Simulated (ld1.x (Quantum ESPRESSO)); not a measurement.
## What one change does to a pseudopotential (nitrogen (N), TM)

nitrogen (N), norm-conserving Troullier–Martins (Kleinman–Bylander form), made with ld1.x (Quantum ESPRESSO) 7.5 (PBEsol, scalar-relativistic). Core [He], reference 2s2 2p3. Waves: 2s (bound): rc 0.75 bohr; 2p (bound): rc 2.50 bohr. Local part: the p channel. Core correction: none.

All-electron outer shells of the reference configuration (PBEsol, scalar-relativistic, ld1.x):

| shell | level (eV) | outermost node (bohr) | outermost maximum (bohr) |
| --- | --- | --- | --- |
| 1s | -383.09 | – | 0.15 |
| 2s | -18.46 | 0.32 | 1.02 |
| 2p | -7.04 | – | 0.98 |

Change: local potential the s channel.

Cutoffs: the cutoffs (Ry, on a coarse ladder) from which the occupation-weighted sum of valence levels, in a spherical-Bessel basis at the reference potential, stays within 10 and 1 mRy of its value at 400 Ry; they do not see the model core or the augmentation charge, which bear on the density cutoff. Errors are all-electron minus pseudo energies relative to the spin-unpolarised reference configuration.

Q: Predict the effect on cutoff, ghosts and configuration errors.

A: The potential gets neither clearly harder nor softer (100 Ry and 230 Ry → 100 Ry and 230 Ry); of the 7 tests that both files solve, the error grows in 3 and shrinks in 2 by more than 15 % and 0.3 meV (median size 212.9 → 148.0 meV); the range in which the s phases agree widens (upper end 0.2 → at the end of the scan); neither file shows a bound ghost.

| quantity | base | changed |
| --- | --- | --- |
| cutoff, loose | 100 Ry | 100 Ry |
| cutoff, tight | 230 Ry | 230 Ry |
| bound ghosts | none | none |
| error for 2s2 2p2, meV [ΔE 13.52 eV] | +56 | +100 |
| error for 2s2 2p1, meV [ΔE 42.26 eV] | +726 | +836 |
| error for 2s2 2p0, meV [ΔE 89.14 eV] | +3106 | +3174 |
| error for 2s2 2p2.5, meV [ΔE 5.06 eV] | +3.1 | +15 |
| error for 2s2 2p3.3, meV [ΔE -1.60 eV] | -2.2 | +1.7 |
| error for 2s1 2p3, meV [ΔE 25.24 eV] | -213 | -148 |
| error for 2s1 2p0, meV [ΔE 166.66 eV] | +5091 | +5104 |
| s: phases at 2.71 bohr within 0.05 rad from the reference energy up to (Ry; the scan ends near 5) | 0.2 | to the end of the scan |
| p: phases at 2.71 bohr within 0.05 rad from the reference energy up to (Ry; the scan ends near 5) | 0.4 | 0.9 |
